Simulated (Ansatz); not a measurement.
The same molecule with X = O, S, Se. Ansatz, PBE0-D4/def2-TZVP geometries, multiplicity 1. Each molecule was computed in one conformer, which needn't be the lowest.

Scalar relativity is left out up to krypton.

```tsv
X	molecule	mean X–C bond length / Å	mean X–H bond length / Å	HOMO–LUMO gap (PBE0/def2-TZVPP) / eV	zero-point energy (PBE0-D4/def2-TZVP) / kJ/mol	HOMO energy (B3LYP/def2-TZVPP) / eV
S	`C=C(F)S`	1.753	1.341	6.81	114.7	-6.64
Se	`C=C(F)[SeH]`	1.898	1.470	6.52	110.9	-6.71
```

Task: Give the row for X = O, `C=C(O)F`. (Estimate.)

Result: Computed: 
```tsv
X	molecule	mean X–C bond length / Å	mean X–H bond length / Å	HOMO–LUMO gap (PBE0/def2-TZVPP) / eV	zero-point energy (PBE0-D4/def2-TZVP) / kJ/mol	HOMO energy (B3LYP/def2-TZVPP) / eV
O	`C=C(O)F`	1.334	0.963	7.93	127.6	-6.71
```

From O to Se the mean X–C bond length rises at each step, by 0.564 Å in all; the mean X–H bond length rises at each step, by 0.507 Å in all; the HOMO–LUMO gap (PBE0/def2-TZVPP) falls at each step, by 1.41 eV in all; the zero-point energy (PBE0-D4/def2-TZVP) falls at each step, by 16.7 kJ/mol in all; the HOMO energy (B3LYP/def2-TZVPP) isn't monotonic: highest at S, lowest at O. Bonds lengthen as the atom grows down the group.

B3LYP here is the variant with VWN-RPA as its local correlation; programs differ in this.

Spin–orbit coupling is left out; it splits and shifts lone-pair levels of the heavy atoms by tenths of an eV.
